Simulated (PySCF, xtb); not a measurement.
Te(Br)(OMe) (CH₃BrOTe), SMILES CO[Te]Br. One conformer was computed; it need not be the lowest.

Harmonic wavenumbers (cm⁻¹) from GFN2-xTB (xtb 6.7.1) at its own minimum, in rising order: 63, 122, 198, 253, 274, 492, 1036, 1133, 1138, 1415, 1473, 1480, 2948, 2957, 2999.

Task: What does PBE-D3(BJ)/def2-SVP (PySCF) give at its own minimum? (Estimate from the structure and the level; the computed values follow.)

Result: 67, 122, 199, 239, 276, 533, 1025, 1119, 1130, 1391, 1398, 1422, 2925, 3009, 3041. Paired by order, the mean absolute difference is 24 cm⁻¹ and the zero-point energies are 25.7 and 25.6 kcal/mol.
